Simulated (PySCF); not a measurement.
# Electron correlation in Ta²⁺ (tantalum, charge +2)

[Xe] 4f14 5d3, high-spin 4F determinant. Computed with PySCF 2.14 in aug-cc-pVTZ-PP with ECP60MDF (6s6p5d3f2g, 88 functions), with scalar relativity through the core potential. Frozen: 5s2 5p6; 3 electrons correlated.

```tsv
level	correlation energy (mhartree)
CCSD	-16.99
(T)	-0.09
CCSD(T)	-17.08
```

Diagnostics: T1 = 0.0014, D1 = 0.0020, largest double amplitude 0.017.

Is a single reference adequate?

Yes, within this model without spin-orbit coupling: T1 lies below 0.03 and no double amplitude reaches 0.07.
